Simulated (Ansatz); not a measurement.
Cl₄Ta, doublet, at a GFN2-xTB geometry (such geometries of metal compounds can be far from the true shape) (the multiplicity is a formal guess) (core potentials on Ta).

Here is a job for Ansatz (a quantum-chemistry and plane-wave program).
Ansatz 0.2 input:
```yaml
crystal:
  periodic: [false, false, false]
  atoms:
    - {symbol: Ta, position_ang: [-0.00000000, -0.00000000, -0.00000000]}
    - {symbol: Cl, position_ang: [1.36619073, -0.65859833, -1.66508424]}
    - {symbol: Cl, position_ang: [0.04287916, 0.60583721, 2.16883772]}
    - {symbol: Cl, position_ang: [-0.42428951, 2.05293560, -0.82350971]}
    - {symbol: Cl, position_ang: [-0.98478038, -2.00017448, 0.31975623]}
basis:
  gaussian:
    orbitals: def2-SVPD
hamiltonian:
  xc: b3lyp
magnetization: {spin_polarized: true, initial_magnetization: 1}
```

### Question
Estimate the total energy that B3LYP/def2-SVPD run with Ansatz returns for this input.

### Answer
-1897.5618 Eh

### Question
Predict the number of basis functions from B3LYP/def2-SVPD.

### Answer
143

### Question
Predict the <S^2> from B3LYP/def2-SVPD.

### Answer
0.752

### Question
Roughly what does it cost on one core?

### Answer
around 18 core-seconds (rough).
